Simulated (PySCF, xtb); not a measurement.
CH4ClInO, SMILES [Cl][In]([OH])[CH3].

GFN2-xTB (xtb) at its own geometry gives an orbital gap of 3.51 eV and a dipole moment of 2.66 D.

Geometry: B3LYP-D3(BJ)/def2-SVP. The structure was generated by enumeration; whether it is a known compound was not checked. The def2 effective core potentials stand for the cores of In; spin–orbit coupling is left out. One conformer was computed; it need not be the lowest.

### Question
What does PySCF with r2SCAN/def2-TZVP give? (Estimate from the structure and the level; the computed values follow.)

### Answer
gap 5.13 eV (levels -7.25 and -2.12 eV), dipole 2.46 D.
